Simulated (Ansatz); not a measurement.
Ni2Pt. Total charge 0; singlet. Geometry PBE-D4/def2-TZVP.

```csv
atom,x (Å),y (Å),z (Å)
Pt1,-0.760,-0.470,1.027
Ni2,0.877,0.950,0.181
Ni3,-0.117,-0.479,-1.208
```

In the def2 sets Pt takes a core potential; there is no spin–orbit coupling. The restricted singlet is unstable towards broken spin symmetry at other levels; at PBE-D4/def2-SVP, r2SCAN-D4/def2-TZVPD, PBE0-D4/def2-SVP, CAM-B3LYP-D4/def2-TZVP and others this wasn't settled. At PBE-D4/def2-SVP, r2SCAN-D4/def2-TZVPD an occupied level of the charge 0 singlet lies above an empty one (by up to 0.44 eV), so this SCF solution is probably not the lowest. The geometry of the singlet was relaxed on an unsound state (an occupied level 0.37 eV above an empty one). At PBE0-D4/def2-TZVP a triplet of charge 0 lies 1.37 eV below the restricted singlet, each at its own geometry. The structure comes from a short search, and lower isomers may exist.

Question: Estimate the orbital energies around the gap (eV) in Ansatz with PBE-D4/def2-SVP, r2SCAN-D4/def2-TZVPD, PBE0-D4/def2-SVP, CAM-B3LYP-D4/def2-TZVP, ωB97X-V/def2-TZVP.

Answer: 
| orbital | PBE-D4/def2-SVP | r2SCAN-D4/def2-TZVPD | PBE0-D4/def2-SVP | CAM-B3LYP-D4/def2-TZVP | ωB97X-V/def2-TZVP |
| --- | --- | --- | --- | --- | --- |
| HOMO−13 | -6.54 | -6.84 | -6.98 | -8.97 | -9.94 |
| HOMO−12 | -5.90 | -6.33 | -6.96 | -8.67 | -9.53 |
| HOMO−11 | -5.74 | -6.17 | -6.81 | -8.56 | -9.41 |
| HOMO−10 | -5.70 | -6.09 | -6.13 | -8.17 | -9.12 |
| HOMO−9 | -4.85 | -5.33 | -6.13 | -8.13 | -9.04 |
| HOMO−8 | -4.47 | -5.00 | -5.99 | -8.10 | -9.00 |
| HOMO−7 | -4.29 | -4.95 | -5.93 | -8.01 | -8.86 |
| HOMO−6 | -4.25 | -4.91 | -5.59 | -7.40 | -8.27 |
| HOMO−5 | -4.16 | -4.90 | -5.48 | -7.23 | -8.15 |
| HOMO−4 | -3.51 | -4.12 | -5.14 | -7.22 | -8.03 |
| HOMO−3 | -3.49 | -4.10 | -4.91 | -7.03 | -7.96 |
| HOMO−2 | -3.45 | -4.04 | -4.90 | -6.77 | -7.66 |
| HOMO−1 | -3.31 | -3.97 | -4.85 | -6.71 | -7.59 |
| HOMO | -3.30 | -3.90 | -4.62 | -6.45 | -7.31 |
| LUMO | -3.74 | -3.94 | -1.98 | -1.55 | -0.38 |
| LUMO+1 | -3.10 | -3.09 | -1.91 | -1.41 | -0.31 |
| LUMO+2 | -2.74 | -2.60 | -1.73 | -1.14 | -0.08 |
| LUMO+3 | -0.70 | -1.02 | 0.15 | 0.68 | 1.61 |
| LUMO+4 | -0.41 | -0.29 | 0.47 | 1.16 | 2.12 |
| LUMO+5 | 0.20 | 0.13 | 1.05 | 1.70 | 2.69 |
